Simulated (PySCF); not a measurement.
## CH8BNS: core ionisation energies

Compound: CH8BNS.
Numbering: `[CH3:1][S:2][BH2-:3][NH3+:4]`

Structure used (PBE0-D3(BJ)/def2-SVP), in Å, numbered top down from 1:
```
atom  x, y, z in Å
C1     1.868   -0.436   -0.253
S2     0.789    0.211    1.057
B3    -0.713    0.805    0.093
N4    -1.650   -0.512   -0.204
H5     2.813   -0.753    0.210
H6     2.084    0.343   -0.999
H7     1.443   -1.312   -0.770
H8    -1.391    1.519    0.813
H9    -0.456    1.282   -1.002
H10   -2.542   -0.261   -0.636
H11   -1.832   -0.997    0.677
H12   -1.172   -1.171   -0.820
```

Computed with delta-SCF UKS SCAN, pcX-2 on the ionised atom, pcseg-1 elsewhere, spin-free X2C in PySCF. Vertical ΔSCF values, vacuum level as zero.

List the computed XPS lines with their assignment.

| atom(s) | bonded to | level | binding energy (eV) | count |
| --- | --- | --- | --- | --- |
| S2 | C and B | S 1s | 2475.57 | 1 |
| N4 | 3 H and B | N 1s | 408.09 | 1 |
| C1 | S and 3 H | C 1s | 290.63 | 1 |
| B3 | N, S and 2 H | B 1s | 194.68 | 1 |

Express the binding energy of N 1s of N4 in atomic units and per mole.

408.09 eV = 14.9970 Eh = 39375 kJ/mol.

Not every level is listed. Geometry: PBE0-D3(BJ)/def2-SVP, one conformer, isolated molecule.

Hardware: an Arm Neoverse V1 with one thread, shared host. Cost: 27 s wall.
